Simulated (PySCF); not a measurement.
# Electron correlation in Ca(3+) (calcium, charge +3)

[Ne] 3s2 3p5, 2P determinant. Calculation: PySCF 2.14, in pcseg-2; the non-relativistic Hamiltonian (point nucleus). Frozen: [Ne] 3s2; 5 electrons correlated.

Total MP2 correlation energy: -86.98 mhartree.

Same-spin part -26.54 and opposite-spin part -60.44 mhartree; SCS-MP2 scales them by 1/3 and 6/5 to -81.38 mhartree.

```json
{"level": "CCSD", "correlation energy (mhartree)": "-104.21"}
{"level": "(T)", "correlation energy (mhartree)": "-0.32"}
{"level": "CCSD(T)", "correlation energy (mhartree)": "-104.53"}
```

Diagnostics: T1 = 0.0018, D1 = 0.0029, largest double amplitude 0.035.

**Question.** Is a single reference adequate?

**Answer.** Yes: T1 lies below 0.03 and no double amplitude reaches 0.07.
